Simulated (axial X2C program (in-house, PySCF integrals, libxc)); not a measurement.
## What spin–orbit coupling does to ScF⁺

Computed with an in-house all-electron X2C program for linear molecules (integrals from PySCF). Spin-free means the one-electron spin-free X2C Hamiltonian; two-component (2c) means X2C with spin–orbit coupling and atomic mean-field two-electron Coulomb and Gaunt terms, so the difference of the two also holds small scalar two-electron terms. Basis: Sc dyall-cv3z [10s11p7d5f2g], F dyall-av3z [7s6p3d2f] (cores contracted in-house); Gaussian nuclei, density fitting, unrestricted open shells. Masses: Sc 44.956 u, F 18.998 u.

Spin-free state: M_S = 1/2, Λ = 2 (beyond evenly filled blocks: δ+α); fragments Sc+ + F.

```
level  Re (Å)  ωe (cm⁻¹)  De (eV)  μ (D)
 PBE0   1.778      760.7    5.981  -6.95
   HF   1.817      737.8    3.874  -8.32
  MP2   1.825      712.3    6.212    n/a
 BP86   1.783      746.7    6.401  -6.50
```

Correlated methods: 9 electrons correlated (number of frozen shells: Sc 3 s, 2 p; F 1 s), 301 virtual spin orbitals or spinors in MP2.

Dipoles are positive if F is the positive end and refer to the centre of mass.

Within this multiplet, which Ω should lie lowest by the rule for regular and inverted multiplets?

The open δ shell holds one electron, so the multiplet is regular: Ω = Λ − 1/2 = 3/2. The PBE0 2c search agrees, though Ω = 5/2 of the search lies only 0.02 eV higher.

Two-component determinant lowest at the distance of the search:

Ω = 3/2 (⟨Sz⟩ = -0.50, ⟨Lz⟩ = 2.00 at HF); fragments Sc+ + F.

```csv
level,Re (Å),ωe (cm⁻¹),μ (D)
PBE0,1.778,760.6,-6.95
HF,1.817,737.6,-8.32
MP2,1.825,712.2,n/a
BP86,1.783,746.6,-6.50
```

From the two tables, how do the constants change at the MP2 level (2c against spin-free)?

At the MP2 level Re is unchanged within 0.001 Å and ωe stays the same within 0.2 cm⁻¹.

The state is one determinant whose occupation by symmetry is held fixed; it was picked as the lowest of a PBE0 search that is not exhaustive. Dissociation energies refer to the lowest single-determinant-based atoms at the same level and basis. De is not given where an atomic determinant may have missed its ground term or J level, or where the truncated virtual space spoils (T). Density functionals use the spin component along the axis (collinear). PBE0 can misorder states that lie within some tenths of an eV, so this need not be the ground state of the molecule. The nearest other spin-free determinant of the search, M_S = 1/2, Λ = 0, lies 0.33 eV up at the distance of the search. Without a current term, density functionals place determinants with orbital angular momentum somewhat too high. The outer-core s and p shells of the metal are frozen in the correlated rows, which leaves out core–valence correlation; for alkali and alkaline-earth bonds that tends to lengthen them. At some level and bond length an empty orbital lies below a filled one.
